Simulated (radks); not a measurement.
All-electron atom: Ca4+ in [Ne] 3s2 3p4. Method: scalar-relativistic Kohn-Sham, exchange-only PBE, spin-polarised, spherical densities, finite nucleus; open shells are filled with parallel spins first; Fermi nuclear charge, rms radius 3.4776 fm; computed with a radial shooting solver on a logarithmic mesh with Libxc functionals.

Radial electron density D(r) = 4 pi r^2 rho(r):

| r (bohr) | D(r) (e/bohr) | spin D(r) |
|---|---|---|
| 0.003154 | 0.6266 | -0.0000144 |
| 0.003556 | 0.7818 | -0.0000173 |
| 0.003977 | 0.9594 | -0.0000202 |
| 0.004485 | 1.192 | -0.0000234 |
| 0.005056 | 1.477 | -0.0000264 |
| 0.005656 | 1.800 | -0.0000284 |
| 0.006377 | 2.217 | -0.0000285 |
| 0.007132 | 2.685 | -0.0000252 |
| 0.008042 | 3.283 | -0.0000150 |
| 0.009067 | 3.995 | 0.00000683 |
| 0.01014 | 4.777 | 0.0000444 |
| 0.01143 | 5.752 | 0.000114 |
| 0.01279 | 6.801 | 0.000223 |
| 0.01442 | 8.080 | 0.000412 |
| 0.01626 | 9.521 | 0.000717 |
| 0.01819 | 11.01 | 0.00116 |
| 0.0205 | 12.73 | 0.00189 |
| 0.02293 | 14.42 | 0.00293 |
| 0.02586 | 16.29 | 0.00459 |
| 0.02916 | 18.13 | 0.00710 |
| 0.03261 | 19.75 | 0.0105 |
| 0.03677 | 21.28 | 0.0158 |
| 0.04113 | 22.43 | 0.0229 |
| 0.04637 | 23.24 | 0.0335 |
| 0.05228 | 23.54 | 0.0483 |
| 0.05848 | 23.33 | 0.0671 |
| 0.06593 | 22.60 | 0.0938 |
| 0.07375 | 21.51 | 0.126 |
| 0.08315 | 20.10 | 0.170 |
| 0.09375 | 18.68 | 0.223 |
| 0.1049 | 17.61 | 0.282 |
| 0.1182 | 16.99 | 0.351 |
| 0.1333 | 17.13 | 0.423 |
| 0.1491 | 17.99 | 0.485 |
| 0.1681 | 19.57 | 0.537 |
| 0.188 | 21.36 | 0.560 |
| 0.212 | 23.17 | 0.548 |
| 0.239 | 24.31 | 0.490 |
| 0.2674 | 24.38 | 0.394 |
| 0.3015 | 23.12 | 0.259 |
| 0.3372 | 20.75 | 0.127 |
| 0.3802 | 17.27 | 0.0188 |
| 0.4286 | 13.44 | -0.00844 |
| 0.4794 | 10.15 | 0.0767 |
| 0.5406 | 7.495 | 0.308 |
| 0.6046 | 6.074 | 0.647 |
| 0.6817 | 5.623 | 1.10 |
| 0.7686 | 5.907 | 1.56 |
| 0.8597 | 6.353 | 1.90 |
| 0.9694 | 6.549 | 2.08 |
| 1.084 | 6.221 | 2.04 |
| 1.222 | 5.317 | 1.78 |
| 1.378 | 4.057 | 1.38 |
| 1.542 | 2.832 | 0.970 |
| 1.738 | 1.709 | 0.590 |
| 1.944 | 0.9479 | 0.328 |
| 2.192 | 0.4401 | 0.153 |
| 2.472 | 0.1747 | 0.0606 |
| 2.765 | 0.06292 | 0.0217 |
| 3.117 | 0.01740 | 0.00595 |
| 3.486 | 0.004302 | 0.00144 |
| 3.931 | 0.0007616 | 0.000246 |

D(r) has 3 maxima, at r = 0.0527, 0.255, 0.954 bohr, and minima at 0.123, 0.682 bohr, inside which lie 2.15, 10.40 electrons.
